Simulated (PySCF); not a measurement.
**Ge+: excitation energy**

Ge+ [Ar] 3d10 4s2 4p1 (2P) → Ge+ [Ar] 3d10 4s1 4p1 5s1 (4P), as a difference of total energies. Calculation: PySCF 2.14, in aug-cc-pVDZ-PP with ECP10MDF; scalar relativity through the core potential. Correlated levels: valence: 3s2 3p6 3d10 frozen. The calculations carry no spin-orbit coupling.

```
           method  excitation energy (eV)
              UHF                  13.599
              LDA                  15.643
              PBE                  15.297
             PBE0                  15.072
           r2SCAN                  15.218
             BLYP                  15.684
           B2PLYP                  15.148
        BHandHLYP                  15.298
          LC-wPBE                  15.179
    MP2 (valence)                  14.274
SCS-MP2 (valence)                  14.509
```

How much does correlation contribute at MP2 (valence)?

14.274 − (13.599) = 0.675 eV, measured against UHF.

The promoted electron is Rydberg-like, and one or two diffuse shells describe it only roughly, which tends to raise the upper state.
